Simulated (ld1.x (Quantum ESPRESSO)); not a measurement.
The numbers below are computed, except where a source is named.
**Pseudopotentials across the periodic table**

Generated with ld1.x 7.5 (TM, RRKJ, ultrasoft, PAW), atompaw 4.2 or ONCVPSP 4.0.1. The cutoff is in Ry: for ld1.x and atompaw files where the sum of valence levels is converged to 10 mRy in a Bessel basis, for ONCV files where the hardest occupied wave has 1 mHa per electron of residual kinetic energy. The error is the largest all-electron minus pseudo excitation energy over each file’s own four to seven test configurations (ionisations up to +4, promotions, holes and added fractions of an electron), all of which were solved. The labels leave out finer settings (local radius, basis sizes, second energies), which also bear on the numbers. Spin-polarised tests are not counted. The rows are a selection from randomly drawn settings: files with unsolved tests, undetermined cutoffs or missed reference levels are left out.

```tsv
element	potential	cutoff (Ry)	largest error (meV)	bound ghosts
He	TM, PBE, scalar-relativistic, rc 0.60/0.65 (sp), local smoothed, core correction no, reference 1s1.5	140	+1.9	none
Ne	PAW, PBEsol, scalar-relativistic, rc 0.80/1.05 (sp), local smoothed, core correction yes, reference 2s2 2p6	70	-24	none
Ge	TM semilocal, PBEsol, non-relativistic, rc 1.60/1.65/1.70 (spd), local d, core correction yes, reference 4s2 4p2	30	-244	none
Br	PAW, PBE, scalar-relativistic, rc 1.65/1.85 (sp), local smoothed, core correction yes, reference 4s2 4p5	18	-207	none
Nb	TM, PBE, scalar-relativistic, rc 1.15/1.40/2.60 (spd), local s, core correction yes, reference 4s2 4p6 4d4 5s0 5p0	90	+81	none
```

Q: Fill in the row for Ga: TM, PBE, scalar-relativistic, rc 2.05/1.95 (sp), local smoothed, core correction yes, reference 4s2 4p1.

A: cutoff 12 Ry, largest error -169 meV, bound ghosts: none.

Q: Fill in the row for Fe: TM, PBE, non-relativistic, rc 1.90/3.90/1.40 (spd), local smoothed, core correction no, reference 3d7 4s1 4p0.

A: cutoff 120 Ry, largest error -305 meV, bound ghosts: none.
